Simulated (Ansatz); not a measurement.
Geometry optimisation, RKS BHLYP/def2-SVP in Ansatz.

Input:

```yaml
crystal:
  periodic: [false, false, false]
  atoms:
    - { symbol: O, position_ang: [-0.1118, 0.3296, 2.147] }
    - { symbol: B, position_ang: [-0.6482, 0.705, 0.7981] }
    - { symbol: Si, position_ang: [-0.2337, -0.4307, -0.7205] }
    - { symbol: O, position_ang: [1.5782, -0.4842, -0.894] }
    - { symbol: F, position_ang: [-0.8948, 0.1869, -2.1269] }
    - { symbol: H, position_ang: [0.7113, 0.8548, 2.207] }
    - { symbol: H, position_ang: [-1.2863, 1.6699, 0.6387] }
    - { symbol: H, position_ang: [-0.6815, -1.7692, -0.4691] }
    - { symbol: H, position_ang: [1.82346, 0.13059, -0.22135] }
basis:
  gaussian: { orbitals: def2-SVP }
hamiltonian:
  xc: { name: BHLYP }
relax:
  f_tol: 0.015
  max_steps: 40
output:
  orbitals: {}
```

Launched with:

```bash
$ ansatz run input.yaml --threads 2 --pin off --max-ram 3072MiB --backend cpu --events-out ev --progress --plain --runs-dir out
```

Q: Where does it end, and by what steps?

A: The forces met the threshold. After 20 steps the energy has fallen by 1.844 eV; H7 moved furthest, 1.13 Å.

| step | energy less start (eV) | largest force component (eV/Å) | accepted |
| --- | --- | --- | --- |
| 0 | 0.0000 | 3.953 | yes |
| 1 | -0.7223 | 2.275 | yes |
| 2 | -1.1603 | 2.941 | yes |
| 3 | -1.5506 | 0.847 | yes |
| 4 | -1.6627 | 0.755 | yes |
| 5 | -1.7409 | 0.292 | yes |
| 6 | -1.7768 | 0.183 | yes |
| 7 | -1.7973 | 0.369 | yes |
| 8 | -1.8138 | 0.240 | yes |
| 9 | -1.8264 | 0.124 | yes |
| 10 | -1.8149 | 0.783 | no |
| 11 | -1.8327 | 0.120 | yes |
| 12 | -1.8390 | 0.083 | yes |
| 13 | -1.8409 | 0.214 | yes |
| 14 | -1.8420 | 0.160 | yes |
| 15 | -1.8429 | 0.075 | yes |
| 16 | -1.8434 | 0.024 | yes |
| 17 | -1.8435 | 0.033 | yes |
| 18 | -1.8437 | 0.017 | yes |
| 19 | -1.8437 | 0.026 | no |
| 20 | -1.8438 | 0.010 | yes |

```xyz
9
Properties=species:S:1:pos:R:3
O 0.483 0.992 1.621
B -0.594 0.585 0.925
Si -0.183 -0.454 -0.763
O 1.410 -0.867 -0.787
F -0.513 0.530 -2.011
H 0.283 1.503 2.404
H -1.698 0.867 1.317
H -0.948 -1.690 -1.000
H 2.016 -0.275 -0.347
```

Time of the run: 35 s on 2 threads of Intel(R) Xeon(R) Platinum 8488C (Sapphire Rapids), with other jobs on the host, peak memory 0.2 GiB.
